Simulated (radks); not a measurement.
Results of a calculation; reference values are marked as such.
All-electron atom: Bi I in [Hg] 6p3 (the NIST ground configuration).

Level of theory: non-relativistic Kohn-Sham, Tao-Mo meta-GGA, spin-polarised, spherical densities, point nucleus; open shells are filled with parallel spins first (spin-orbit coupling, left out, can overturn this in heavy ions); meta-GGA in the generalised Kohn-Sham scheme; relativity is left out, which matters for an element this heavy (a radial shooting solver on a logarithmic mesh with Libxc functionals).

Energy parts (hartree):
total: -20097.4052
kinetic: 20092.9156
electron-nucleus: -47812.7207
Hartree: 7990.3866
exchange-correlation: -367.9866

Orbitals (lengths in bohr, moments of r in powers of bohr; <r^-3> diverges for s and p1/2):
orbital  occ.  eigenvalue (hartree)       <r^4>  <r^-3>
1s up       1             -2979.012   4.963e-07       -
1s down     1             -2979.011   4.963e-07       -
2s up       1             -503.3739  0.00007920       -
2s down     1             -503.3737  0.00007919       -
2p up       3             -484.7427  0.00004949   20350
2p down     3             -484.7419  0.00004949   20350
3s up       1             -120.7265    0.002643       -
3s down     1             -120.7259    0.002643       -
3p up       3             -111.8868    0.002325    4489
3p down     3             -111.8860    0.002325    4489
3d up       5             -95.51362    0.001526   806.1
3d down     5             -95.51285    0.001526   806.1
4s up       1             -27.16310     0.05607       -
4s down     1             -27.16222     0.05606       -
4p up       3             -23.26171     0.05961    1088
4p down     3             -23.26063     0.05959    1088
4d up       5             -16.08795     0.06758   175.1
4d down     5             -16.08660     0.06756   175.1
4f up       7              -6.35205     0.09338   40.71
4f down     7              -6.35030     0.09333   40.72
5s up       1              -4.62330       1.319       -
5s down     1              -4.62084       1.321       -
5p up       3              -3.29770       1.792   206.1
5p down     3              -3.29556       1.788   205.8
5d up       5              -1.13360       4.891   23.13
5d down     5              -1.12612       4.647   23.35
6s up       1              -0.43843       76.01       -
6s down     1              -0.36787       74.12       -
6p up       3              -0.19750       187.6   15.97
6p down     0              -0.12300       227.5   16.10

The highest occupied level is 6p up at -5.374 eV. Spin moment in Bohr magnetons: 3. For comparison, the ionisation energy in NIST's Atomic Spectra Database is 7.286 eV (measured). In exact Kohn-Sham theory the highest level is minus the ionisation energy, but local and semilocal functionals leave it too shallow, through self-interaction and a potential that decays too fast; potentials with the right tail come closer. Virial ratio -V/T = 2.00022. The electron density at the nucleus is 4.112e+05 e/bohr^3. The density falls to 0.001 e/bohr^3 at r = 4.84 bohr. Summed over all electrons, <r^2> = 78.88 bohr^2, which gives a Langevin (diamagnetic) susceptibility term of -62.5 x 10^-6 cm^3/mol.
